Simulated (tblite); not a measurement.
Species: C₇H₁₄OP (charge +1).
Numbering: `[CH3:1]/[CH:2]=[CH:3]\[P@@H+:4]([CH3:5])[CH2:6][C:7]([CH3:8])=[O:9]` (hydrogens: H10, H11, H12 on C1; H13 on C2; H14 on C3; H15 on P4; H16, H17, H18 on C5; H19, H20 on C6; H21, H22, H23 on C8)

Geometry (GFN2-xTB, Å), atoms numbered from 1 in this order:
```
atom  x, y, z in Å
C1     2.0554    2.1040   -0.4824
C2     1.8113    1.4029    0.7905
C3     1.2017    0.2289    0.9563
P4     0.5171   -0.8298   -0.3008
C5     1.2523   -2.4733   -0.0962
C6    -1.2890   -1.0398   -0.0875
C7    -1.8094    0.3308   -0.4820
C8    -3.2664    0.5928   -0.4368
O9    -0.9624    1.1223   -0.8320
H10    3.1201    2.3069   -0.5931
H11    1.6958    1.5428   -1.3407
H12    1.5531    3.0708   -0.4601
H13    2.1704    1.9110    1.6778
H14    1.0790   -0.2057    1.9438
H15    0.7639   -0.4577   -1.5962
H16    0.8147   -3.1771   -0.8033
H17    1.0813   -2.8332    0.9183
H18    2.3264   -2.4176   -0.2683
H19   -1.6818   -1.8375   -0.7238
H20   -1.5270   -1.2918    0.9503
H21   -3.6927    0.3237   -1.4050
H22   -3.7640    0.0004    0.3256
H23   -3.4544    1.6533   -0.2853
```

All values are computed: GFN2-xTB (tblite) harmonic vibrations without scaling, gas phase. Errors from tens to a few hundred cm⁻¹ against measured bands are possible. Modes of hydrogen on phosphorus can be 10 to 20 % off. One conformer, not necessarily the lowest.

Harmonic wavenumbers (cm⁻¹): 45.1, 49.6, 69.3, 95.0, 113.9, 146.4, 172.9, 181.3, 188.9, 218.9, 257.9, 343.0, 391.6, 444.1, 506.7, 558.2, 681.6, 701.9, 718.4, 780.6, 783.7, 795.0, 807.1, 853.0, 892.5, 905.9, 923.5, 938.4, 981.6, 1007.8, 1008.9, 1054.0, 1072.4, 1122.3, 1217.3, 1236.2, 1294.0, 1326.3, 1354.7, 1364.0, 1381.7, 1401.4, 1408.9, 1414.9, 1423.6, 1431.9, 1444.8, 1650.2, 1725.7, 2475.0, 2940.6, 2953.0, 2994.9, 2998.0, 3000.6, 3005.6, 3009.7, 3012.0, 3027.5, 3044.0, 3049.0, 3058.2, 3061.2.

A = 1642, B = 1088, C = 738.5 MHz; mass 145.078 u (most abundant isotopes); point group C1, symmetry number 1.

**Question.** What is the zero-point energy?

**Answer.** ½Σν̃ = 41258 cm⁻¹ = 493.56 kJ/mol.

**Question.** What is S at 200 K and 1 bar for an ideal gas of classical rigid rotors and harmonic oscillators?

**Answer.** Translation 162.63, rotation 120.03, vibration 119.06: S = 401.7 J/(mol K).

**Question.** And Cp and H(200 K) − H(0)?

**Answer.** Cp = 147.77 J/(mol K), of which vibrations give 114.51 (their classical limit is 63 R = 523.8); H(200 K) − H(0) = 19.20 kJ/mol without the zero-point energy, 12.55 from vibrations.

**Question.** Blend soft modes into free rotors: weight 1/[1 + (100 cm⁻¹/ν̃)⁴] for the oscillator and the rest for a rotor with moment μB/(μ + B), μ = h/(8π²ν), B = 10⁻⁴⁴ kg m². What vibrational entropy results?

**Answer.** 109.39 J/(mol K) in place of 119.06, which changes −T·S at 200 K by +1.93 kJ/mol.

**Question.** What must be added to the electronic energy to get the Gibbs energy at 200 K and 1 bar?

**Answer.** ZPE + [H(200 K) − H(0)] − T·S = 493.56 + 19.20 − 80.35 = 432.41 kJ/mol.

**Question.** Which modes carry the vibrational entropy at 200 K?

**Answer.** 45.1 cm⁻¹: 17.71; 49.6 cm⁻¹: 16.93; 69.3 cm⁻¹: 14.19; 95.0 cm⁻¹: 11.64; 113.9 cm⁻¹: 10.20; 146.4 cm⁻¹: 8.26 J/(mol K); the other 57 give 40.14 together.

Hindered rotation and anharmonicity are outside this model. Other conformers, if any are populated, would add a mixing term that is left out. The structure is chiral; the term R ln 2 for an equal mix with its mirror image is left out.
